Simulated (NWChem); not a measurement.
# Atomisation of HClSi

```
Si
H 1 1.5390
Cl 1 2.1042 2 95.63
```
Charge 0, spin multiplicity 1.

Program: NWChem. All single points use one geometry, from B3LYP/def2-SVP, a minimum by its harmonic frequencies.

Basis set: def2-TZVP. The atomisation energy is electronic alone: no zero-point, thermal, spin-orbit or counterpoise terms. No value is extrapolated to the basis-set limit. Free atoms are single determinants with multiplicities Si 3, H 2, Cl 2.

B3LYP has NWChem's definition, with VWN1-RPA local correlation. The structure started from a generated list of species. No SCF solution was tested for a lower state. Open-shell Hartree-Fock references start from PBE0 orbitals.

Problem. For the atomisation energy, HF gives 126.2 kcal/mol and PBE0 gives 174.8 kcal/mol. What do B3LYP, BLYP, PBE give?

Solution. B3LYP: 175.4 kcal/mol; BLYP: 175.1 kcal/mol; PBE: 178.3 kcal/mol.
